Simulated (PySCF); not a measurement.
Structure with atom numbers: `[F:1][C@H:2]1[CH2:3][CH:4]=[CH:5][CH2:6][CH2:7]1`; H(Xn) means a hydrogen on atom n. Ha(C3), Ha(C6), Ha(C7) are cis to F1 on the ring; Hb(C3), Hb(C6), Hb(C7) are trans to F1 on the ring.

Method: GFN2-xTB geometry, shieldings: GIAO PBE0/pcSseg-1, in PySCF 2.14 (one conformer, in vacuum, relativity neglected).

Shifts are taken against calculated references (same method and geometry level): TMS for 13C, 1H; CFCl3 for 19F.

```tsv
atoms	nucleus	count	δ (ppm)
C7	13C	1	30.3
C5	13C	1	?
Hb(C7)	1H	1	1.39
Hb(C6)	1H	1	2.00
C6	13C	1	?
H(C5)	1H	1	6.15
Ha(C7)	1H	1	?
C4	13C	1	131.1
H(C4)	1H	1	5.93
C3	13C	1	?
F1	19F	1	-215.5
Ha(C6)	1H	1	2.66
C2	13C	1	89.2
Hb(C3)	1H	1	?
Ha(C3)	1H	1	2.51
H(C2)	1H	1	5.12
```

Task: Complete the table.

Result: 
- C5: 135.1 ppm, alkene CH; as expected for a trigonal carbon in a double bond
- C3: 35.8 ppm, allylic sp3 CH2; aliphatic region, no heteroatom directly attached
- C6: 23.2 ppm, allylic sp3 CH2; saturated and bonded to C and H only
- Hb(C3): 2.25 ppm, hydrogen on an allylic sp3 CH2; allylic position
- Ha(C7): 2.10 ppm, hydrogen on an sp3 CH2 in a ring

Shifts are as computed. Against solution values, carbons near 30 ppm lie about +3 ppm off and those near 130 ppm about +5 ppm. Of 1309 compounds with measured shifts, 239 miss one by over three times the rms of a fit or turn the order of signals round; such compounds aren't used in these exercises. Unscaled 19F shifts against computed CFCl3 carry errors that often reach 10 to 50 ppm.
